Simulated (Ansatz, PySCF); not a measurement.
FGeH3O (SMILES [OH][GeH2][F]) and NH3 (SMILES N) are pulled apart as rigid monomers along the line of their centres of mass, from the B3LYP-D3(BJ)/def2-TZVP minimum. Starting geometry (charge 0, multiplicity 1):
```xyz
10

O     -1.4354     0.3429     0.8150
Ge     0.2216    -0.3274     0.6433
F      0.0860    -0.8223    -1.0696
H     -1.8885     0.2421    -0.0301
H      0.4613    -1.6796     1.3194
H      1.3465     0.7073     0.5593
N      0.1122     0.4694     3.0109
H      0.1453    -0.2428     3.7313
H      0.7413     1.2186     3.2759
H     -0.8323     0.8391     2.9658
```

Interaction energies with rigid monomers; basis-set methods are counterpoise corrected unless marked otherwise.

Rows in 6-31G* carry no dispersion term and start afresh at each structure (6-31G* with six Cartesian d functions); the Pople sets are all-electron and without relativity. MP2/6-31G* freezes PySCF's default core, which leaves 3d correlated.

Run with Ansatz (a first-principles code); PySCF for 6-31G* rows, the dispersion terms. Values without a source in brackets are computed.

```json
[
 {"Ge2···N7 (Å)": "2.25", "r2SCAN/def2-TZVPPD (kcal/mol)": "-12.28", "r2SCAN-D4/def2-TZVPPD (kcal/mol)": "-12.71", "PBE0/def2-TZVPPD (kcal/mol)": "-11.10", "wB97M-V/def2-TZVPPD (kcal/mol)": "-11.80", "MP2/6-31G* (no counterpoise) (kcal/mol)": "-15.85"},
 {"Ge2···N7 (Å)": "2.50", "r2SCAN/def2-TZVPPD (kcal/mol)": "-13.81", "r2SCAN-D4/def2-TZVPPD (kcal/mol)": "[?]", "PBE0/def2-TZVPPD (kcal/mol)": "-12.68", "wB97M-V/def2-TZVPPD (kcal/mol)": "-13.71", "MP2/6-31G* (no counterpoise) (kcal/mol)": "-17.42"},
 {"Ge2···N7 (Å)": "2.87", "r2SCAN/def2-TZVPPD (kcal/mol)": "-11.01", "r2SCAN-D4/def2-TZVPPD (kcal/mol)": "-11.40", "PBE0/def2-TZVPPD (kcal/mol)": "-10.08", "wB97M-V/def2-TZVPPD (kcal/mol)": "-11.23", "MP2/6-31G* (no counterpoise) (kcal/mol)": "-14.03"},
 {"Ge2···N7 (Å)": "3.50", "r2SCAN/def2-TZVPPD (kcal/mol)": "-5.69", "r2SCAN-D4/def2-TZVPPD (kcal/mol)": "-6.01", "PBE0/def2-TZVPPD (kcal/mol)": "[?]", "wB97M-V/def2-TZVPPD (kcal/mol)": "-6.01", "MP2/6-31G* (no counterpoise) (kcal/mol)": "-8.00"},
 {"Ge2···N7 (Å)": "4.50", "r2SCAN/def2-TZVPPD (kcal/mol)": "-1.85", "r2SCAN-D4/def2-TZVPPD (kcal/mol)": "-2.04", "PBE0/def2-TZVPPD (kcal/mol)": "-1.85", "wB97M-V/def2-TZVPPD (kcal/mol)": "-2.10", "MP2/6-31G* (no counterpoise) (kcal/mol)": "-3.03"}
]
```

### Question
Some entries are withheld; supply them.

### Answer

- 2.50, r2SCAN-D4/def2-TZVPPD (kcal/mol): -14.22
- 3.50, PBE0/def2-TZVPPD (kcal/mol): -5.27
